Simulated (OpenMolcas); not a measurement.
Dy2+ among 3 point charges of -0.5 e arranged as a planar triangle (D3h).

```yaml
Program: OpenMolcas 26.06
Method: CASSCF
Basis: ANO-RCC-VTZP [8s7p5d3f2g1h]
Scalar_Hamiltonian: DKH2, point nucleus
Active_space: 10 electrons in 7 orbitals (4f)
State_averaging: 2S+1 = 5 even, 35 roots (33 in the spin-orbit step); 2S+1 = 3 even, 106 roots kept (CI in the orbitals of an earlier block); 2S+1 = 1 even, 44 roots kept (CI in the orbitals of an earlier block, 31 in the spin-orbit step)
Spin-orbit_coupling: RASSI with atomic mean-field integrals over the reference wave functions
```

All point charges move together. At R = 2.78 Å the width of the lowest J multiplet is 185 cm-1, and at R = 2.98 Å it is 150 cm-1.

**Question.** A third run gives 123 cm-1. What distance was it run at?

**Answer.** With a power law R^-n the two known points give n = -ln(150 / 185) / ln(2.98 / 2.78) = 3.02. Then R = 2.78 × (185 / 123)^(1/3.02) = 3.182 Å. The run was at 3.18 Å, so the estimate is off by +0.002 Å.

High states are left out of the spin-orbit mixing, which shifts the levels that they would mix with. This is an electrostatic model: the charges have no orbitals. An unlabelled pair can be two single states that coincide in this model. A group larger than the point group allows holds several states that coincide in this model. No measured value stands beside these numbers.
